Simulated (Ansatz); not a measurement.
Harmonic vibrations of (H2Ga-mu-F)2 (Ga2H4F2) by finite differences.

```yaml
crystal:
  periodic: [false, false, false]
  atoms:
    - {symbol: Ga, position_ang: [0.833628, -1.085726, 0.617466]}
    - {symbol: H, position_ang: [1.885135, -1.659391, -0.372887]}
    - {symbol: H, position_ang: [0.443086, -1.371172, 2.094429]}
    - {symbol: F, position_ang: [0.816885, 0.844382, 0.381581]}
    - {symbol: Ga, position_ang: [-0.833629, 1.085732, -0.617483]}
    - {symbol: H, position_ang: [-1.887051, 1.663215, 0.368529]}
    - {symbol: H, position_ang: [-0.438787, 1.366839, -2.094165]}
    - {symbol: F, position_ang: [-0.819276, -0.843869, -0.377481]}
basis:
  gaussian: {orbitals: def2-SVP}
hamiltonian: {xc: pbe0, dispersion: d4}
scf: {omitted_lower_state_checks: [starts]}
phonons: {temperatures: {t_min: 298.15, t_max: 900, t_step: 200}}
```

```sh
$ ansatz run in.yaml --threads 4 --pin off --events-out ev --progress --plain --max-ram 3916MiB
```

It prints (some lines left out):

```
Functional definition: PBE0
mean field -110221.27570344 eV, -4050.5571714374 hartree, gradient 7.3e-5 eV, S^2 0.000000; 0 other end points of the search recorded, 0 dependent functions left out
mean field -110221.27565036 eV, -4050.5571694867 hartree, gradient 1.5e-6 eV, S^2 0.000000; 0 other end points of the search recorded, 0 dependent functions left out
mean field -110221.27564417 eV, -4050.5571692594 hartree, gradient 8.0e-7 eV, S^2 0.000000; 0 other end points of the search recorded, 0 dependent functions left out
mean field -110221.27565340 eV, -4050.5571695985 hartree, gradient 2.9e-6 eV, S^2 0.000000; 0 other end points of the search recorded, 0 dependent functions left out
mean field -110221.27565560 eV, -4050.5571696793 hartree, gradient 1.5e-6 eV, S^2 0.000000; 0 other end points of the search recorded, 0 dependent functions left out
mean field -110221.27562558 eV, -4050.5571685761 hartree, gradient 1.3e-6 eV, S^2 0.000000; 0 other end points of the search recorded, 0 dependent functions left out
mean field -110221.27562110 eV, -4050.5571684113 hartree, gradient 8.9e-7 eV, S^2 0.000000; 0 other end points of the search recorded, 0 dependent functions left out
mean field -110221.27570100 eV, -4050.5571713476 hartree, gradient 4.1e-7 eV, S^2 0.000000; 0 other end points of the search recorded, 0 dependent functions left out
mean field -110221.27565825 eV, -4050.5571697767 hartree, gradient 1.4e-6 eV, S^2 0.000000; 0 other end points of the search recorded, 0 dependent functions left out
mean field -110221.27567354 eV, -4050.5571703384 hartree, gradient 8.9e-6 eV, S^2 0.000000; 0 other end points of the search recorded, 0 dependent functions left out
mean field -110221.27571373 eV, -4050.5571718155 hartree, gradient 8.8e-6 eV, S^2 0.000000; 0 other end points of the search recorded, 0 dependent functions left out
mean field -110221.27567948 eV, -4050.5571705568 hartree, gradient 1.8e-6 eV, S^2 0.000000; 0 other end points of the search recorded, 0 dependent functions left out
mean field -110221.27568314 eV, -4050.5571706915 hartree, gradient 9.4e-6 eV, S^2 0.000000; 0 other end points of the search recorded, 0 dependent functions left out
mean field -110221.27570252 eV, -4050.5571714037 hartree, gradient 7.9e-6 eV, S^2 0.000000; 0 other end points of the search recorded, 0 dependent functions left out
mean field -110221.27569071 eV, -4050.5571709698 hartree, gradient 7.9e-6 eV, S^2 0.000000; 0 other end points of the search recorded, 0 dependent functions left out
mean field -110221.27568173 eV, -4050.5571706398 hartree, gradient 7.8e-6 eV, S^2 0.000000; 0 other end points of the search recorded, 0 dependent functions left out
mean field -110221.27571436 eV, -4050.5571718388 hartree, gradient 7.9e-6 eV, S^2 0.000000; 0 other end points of the search recorded, 0 dependent functions left out
mean field -110221.27568317 eV, -4050.5571706924 hartree, gradient 5.2e-7 eV, S^2 0.000000; 0 other end points of the search recorded, 0 dependent functions left out
mean field -110221.27563662 eV, -4050.5571689818 hartree, gradient 2.6e-6 eV, S^2 0.000000; 0 other end points of the search recorded, 0 dependent functions left out
mean field -110221.27568390 eV, -4050.5571707194 hartree, gradient 2.6e-6 eV, S^2 0.000000; 0 other end points of the search recorded, 0 dependent functions left out
mean field -110221.27566382 eV, -4050.5571699815 hartree, gradient 8.4e-7 eV, S^2 0.000000; 0 other end points of the search recorded, 0 dependent functions left out
mean field -110221.27567451 eV, -4050.5571703743 hartree, gradient 2.8e-6 eV, S^2 0.000000; 0 other end points of the search recorded, 0 dependent functions left out
mean field -110221.27565956 eV, -4050.5571698250 hartree, gradient 9.9e-7 eV, S^2 0.000000; 0 other end points of the search recorded, 0 dependent functions left out
mean field -110221.27569215 eV, -4050.5571710227 hartree, gradient 2.2e-6 eV, S^2 0.000000; 0 other end points of the search recorded, 0 dependent functions left out
mean field -110221.27568527 eV, -4050.5571707698 hartree, gradient 2.7e-6 eV, S^2 0.000000; 0 other end points of the search recorded, 0 dependent functions left out
mean field -110221.27564408 eV, -4050.5571692560 hartree, gradient 8.0e-7 eV, S^2 0.000000; 0 other end points of the search recorded, 0 dependent functions left out
mean field -110221.27565027 eV, -4050.5571694835 hartree, gradient 1.5e-6 eV, S^2 0.000000; 0 other end points of the search recorded, 0 dependent functions left out
mean field -110221.27565589 eV, -4050.5571696898 hartree, gradient 1.5e-6 eV, S^2 0.000000; 0 other end points of the search recorded, 0 dependent functions left out
mean field -110221.27565306 eV, -4050.5571695860 hartree, gradient 2.9e-6 eV, S^2 0.000000; 0 other end points of the search recorded, 0 dependent functions left out
mean field -110221.27562246 eV, -4050.5571684616 hartree, gradient 8.9e-7 eV, S^2 0.000000; 0 other end points of the search recorded, 0 dependent functions left out
mean field -110221.27562444 eV, -4050.5571685342 hartree, gradient 1.3e-6 eV, S^2 0.000000; 0 other end points of the search recorded, 0 dependent functions left out
mean field -110221.27565817 eV, -4050.5571697738 hartree, gradient 1.4e-6 eV, S^2 0.000000; 0 other end points of the search recorded, 0 dependent functions left out
mean field -110221.27570093 eV, -4050.5571713450 hartree, gradient 4.1e-7 eV, S^2 0.000000; 0 other end points of the search recorded, 0 dependent functions left out
mean field -110221.27571309 eV, -4050.5571717920 hartree, gradient 8.8e-6 eV, S^2 0.000000; 0 other end points of the search recorded, 0 dependent functions left out
mean field -110221.27567402 eV, -4050.5571703563 hartree, gradient 8.9e-6 eV, S^2 0.000000; 0 other end points of the search recorded, 0 dependent functions left out
mean field -110221.27568459 eV, -4050.5571707447 hartree, gradient 9.4e-6 eV, S^2 0.000000; 0 other end points of the search recorded, 0 dependent functions left out
mean field -110221.27567833 eV, -4050.5571705145 hartree, gradient 1.8e-6 eV, S^2 0.000000; 0 other end points of the search recorded, 0 dependent functions left out
mean field -110221.27568977 eV, -4050.5571709350 hartree, gradient 7.9e-6 eV, S^2 0.000000; 0 other end points of the search recorded, 0 dependent functions left out
mean field -110221.27570335 eV, -4050.5571714340 hartree, gradient 7.9e-6 eV, S^2 0.000000; 0 other end points of the search recorded, 0 dependent functions left out
mean field -110221.27571545 eV, -4050.5571718787 hartree, gradient 7.9e-6 eV, S^2 0.000000; 0 other end points of the search recorded, 0 dependent functions left out
mean field -110221.27568073 eV, -4050.5571706029 hartree, gradient 7.8e-6 eV, S^2 0.000000; 0 other end points of the search recorded, 0 dependent functions left out
mean field -110221.27563645 eV, -4050.5571689756 hartree, gradient 2.6e-6 eV, S^2 0.000000; 0 other end points of the search recorded, 0 dependent functions left out
mean field -110221.27568338 eV, -4050.5571707001 hartree, gradient 5.1e-7 eV, S^2 0.000000; 0 other end points of the search recorded, 0 dependent functions left out
mean field -110221.27566464 eV, -4050.5571700115 hartree, gradient 8.4e-7 eV, S^2 0.000000; 0 other end points of the search recorded, 0 dependent functions left out
mean field -110221.27568294 eV, -4050.5571706839 hartree, gradient 2.6e-6 eV, S^2 0.000000; 0 other end points of the search recorded, 0 dependent functions left out
mean field -110221.27565878 eV, -4050.5571697963 hartree, gradient 9.9e-7 eV, S^2 0.000000; 0 other end points of the search recorded, 0 dependent functions left out
mean field -110221.27567532 eV, -4050.5571704040 hartree, gradient 2.8e-6 eV, S^2 0.000000; 0 other end points of the search recorded, 0 dependent functions left out
mean field -110221.27568297 eV, -4050.5571706850 hartree, gradient 2.7e-6 eV, S^2 0.000000; 0 other end points of the search recorded, 0 dependent functions left out
mean field -110221.27569458 eV, -4050.5571711117 hartree, gradient 2.2e-6 eV, S^2 0.000000; 0 other end points of the search recorded, 0 dependent functions left out
Total energy: -110221.41874478 eV, -4050.5624281098 hartree
Atom 0 at     0.833628    -1.085726     0.617466 Å, force    -0.003664     0.006008    -0.002678 eV/Å
Atom 1 at     1.885135    -1.659391    -0.372887 Å, force     0.004120    -0.004273     0.000403 eV/Å
Atom 2 at     0.443086    -1.371172     2.094429 Å, force     0.001522    -0.003488     0.004248 eV/Å
Atom 3 at     0.816885     0.844382     0.381581 Å, force     0.000608    -0.000554    -0.000201 eV/Å
Atom 4 at    -0.833629     1.085732    -0.617483 Å, force     0.003660    -0.005888     0.003174 eV/Å
Atom 5 at    -1.887051     1.663215     0.368529 Å, force    -0.004124     0.004047     0.000127 eV/Å
Atom 6 at    -0.438787     1.366839    -2.094165 Å, force    -0.001882     0.003909    -0.004318 eV/Å
Atom 7 at    -0.819276    -0.843869    -0.377481 Å, force    -0.000242     0.000239    -0.000756 eV/Å
Dipole moment:     0.000155    -0.000036    -0.000296 e Å
Vibrations: 84.33 222.80 336.04 400.87 414.69 433.89 465.69 478.40 490.53 541.20 679.62 698.65 720.03 738.76 2036.30 2041.60 2050.62 2054.21 cm⁻¹, zero-point energy 0.922952 eV
Checks for a lower state left out: starts
```

It took 55 s on 4 threads of Arm Neoverse V2 on a shared host.
